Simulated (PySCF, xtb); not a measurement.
CH4Cl2OSi2, SMILES Cl[Si]1(Cl)CO[SiH2]1.

GFN2-xTB (xtb) at its own geometry gives an orbital gap of 3.93 eV and a dipole moment of 1.36 D.

Coordinates come from a PBE0-D3(BJ)/def2-SVP optimisation. This is a generated structure with no PubChem entry under its InChIKey; it may be hypothetical.

### Question
What does M06-2X/def2-TZVP (PySCF) give? (An estimate is asked for; the answer gives what the named calculation found.)

### Answer
gap 8.91 eV (levels -8.93 and -0.02 eV), dipole 0.66 D.
